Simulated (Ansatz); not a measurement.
## Four-centre ligand exchange

Start structure (GaH$_{3}$Cl$_{2}$O, closed shell), relaxed at PBE0-D4/def2-TZVP:

```
7
angstrom
Ga 0.5283 -0.4921 -0.5530
H 1.5580 0.5020 -1.1558
Cl -0.8209 -1.6069 -1.7980
Cl 0.9628 -1.4832 1.3377
H -0.4989 1.7459 0.4730
O -0.8202 0.8404 0.3986
H -0.9092 0.4936 1.2973
```

The step: GaHCl₂ ([Cl][GaH][Cl]) + H₂O → GaHCl₂O ([OH][Ga]([Cl])[Cl]) + H₂; bonds formed: H2–H5; dative contacts that become bonds: Ga1–O6; bonds broken: Ga1–H2, H5–O6. Program: Ansatz 0.2.0. Basis: def2-TZVPP and def2-QZVPP. Cores are frozen in the correlated methods. Filled d shells of the heavier atoms are correlated. The def2 sets are not built for correlating such inner shells, so the correlated values are less sure here. Extrapolation: Hartree–Fock as exp(−7.88 √X), correlation as X^−2.97. Energies below are by CCSD(T) at an estimated basis limit (MP2 extrapolated from triple and quadruple zeta, plus CCSD(T) − MP2 in triple zeta).

Problem. What are the electronic barrier and the energy of the step, from the start structure to the end structure? (To be estimated.)

Solution. By the calculation: Barrier 1.490 eV; step energy 0.412 eV (uphill); reverse barrier, their difference, 1.077 eV. Barrier and step energy count from the start structure, the reverse barrier from the end structure.

The saddle point: One imaginary mode of 1293i cm⁻¹.
| pair | start (Å) | saddle (Å) | end (Å) |
| --- | --- | --- | --- |
| Ga1–O6 | 2.12 | 1.91 | 1.77 |
| H2–H5 | 2.90 | 1.00 | 0.75 |
| Ga1–H2 | 1.55 | 1.81 | 2.65 |
| H5–O6 | 0.96 | 1.32 | 2.91 |

Zero-point energy (harmonic, PBE0-D4): ZPE is 0.941 eV at the start and 0.824 eV at the saddle, so the barrier goes from 1.490 to 1.373 eV.

No T1 diagnostic of these runs exceeds 0.012.

The step is the kind of ligand exchange by which a precursor binds to a hydroxyl group, or is hydrolysed, in atomic layer deposition of oxides.

Labels in which every atom is bracketed show which atoms are joined, not bond orders.

For scale, one of the runs: CCSD(T)/def2-TZVPP, 205 basis functions, launched by `ansatz run in.yaml --threads 4 --pin off --events-out ev --progress --plain --max-ram 9574MiB`. Time: 62 s of wall clock on 4 CPU threads of an Arm Neoverse V2; the host was shared. Peak host memory: 2.6 GiB.
